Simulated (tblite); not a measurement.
Isomers of C5H9F3NP. Method: GFN2-xTB as coded in tblite; computed harmonic values from a numerical Hessian at the method's own geometry, unscaled. Errors from tens to a few hundred cm⁻¹ against measured bands are possible. One conformer each.

Electronic energies: GFN2-xTB at the same geometries; isomer energies are rough at this level and their order can be wrong.

```csv
SMILES,"electronic energy, lowest = 0 (kcal/mol)"
C/C=C/[P@](C)(=N)C(F)(F)F,7.4
CN(C)C/P=C\C(F)(F)F,9.5
C/C=C/P(NC)C(F)(F)F,0.0
```

Problem. How do GFN2-xTB zero-point energies change the relative energies?

Solution. 
```json
{"SMILES": "C/C=C/P(NC)C(F)(F)F", "ZPE (kcal/mol)": "85.5", "of it from modes above 1550 cm⁻¹": "41.6", "electronic (kcal/mol)": "0.0", "with ZPE, lowest = 0 (kcal/mol)": "0.0", "lowest mode (cm⁻¹)": "40", "rings": "0"}
{"SMILES": "C/C=C/[P@](C)(=N)C(F)(F)F", "ZPE (kcal/mol)": "83.8", "of it from modes above 1550 cm⁻¹": "41.8", "electronic (kcal/mol)": "7.4", "with ZPE, lowest = 0 (kcal/mol)": "5.7", "lowest mode (cm⁻¹)": "36", "rings": "0"}
{"SMILES": "CN(C)C/P=C\\C(F)(F)F", "ZPE (kcal/mol)": "86.5", "of it from modes above 1550 cm⁻¹": "38.2", "electronic (kcal/mol)": "9.5", "with ZPE, lowest = 0 (kcal/mol)": "10.4", "lowest mode (cm⁻¹)": "18", "rings": "0"}
```

The zero-point energies span 2.7 kcal/mol, from `C/C=C/[P@](C)(=N)C(F)(F)F` to `CN(C)C/P=C\C(F)(F)F`. The order is unchanged.
